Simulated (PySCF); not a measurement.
Cyclo-(H2SiS)2.
Bonds: Si1–S4, Si1–S8, S4–Si5, Si5–S8. Hydrogens: H2, H3 on Si1; H6, H7 on Si5.

Method: PySCF, PBE0-D3(BJ)/def2-SVP geometry optimisation, gas phase.

**Question.** What internal coordinates does the optimisation give?

**Answer.** 
```csv
bond,length (Å)
Si1–H2 and 3 like bonds,1.490
Si1–S4 and 3 like bonds,2.155
```

Bonds in one row agree within 0.01 Å and their mean is given. A selection of angles:
```csv
angle,degrees
H2–Si1–H3,109.0
H2–Si1–S4,112.3
S4–Si1–S8,98.8
Si1–S4–Si5,81.2
```

Dihedral angles: S8–Si1–S4–Si5 0° (synperiplanar); S4–Si1–S8–Si5 0° (synperiplanar); Si1–S4–Si5–S8 0° (synperiplanar); S4–Si5–S8–Si1 0° (synperiplanar).

The 4 heavy atoms lie in one plane (0.001 Å rms). All 4 S–Si bonds measure 2.155 Å. S4 (sulfur bonded to 2 Si) is bent (angle 81.2°). Si1 (silicon bonded to 2 S and 2 H) is distorted tetrahedral (angles from 98.8° to 112.4°).

Point group: D2h (every atom within 0.08 Å of its image). PBE0-D3(BJ)/def2-SVP frequencies: not computed here. One conformer, not necessarily the lowest.
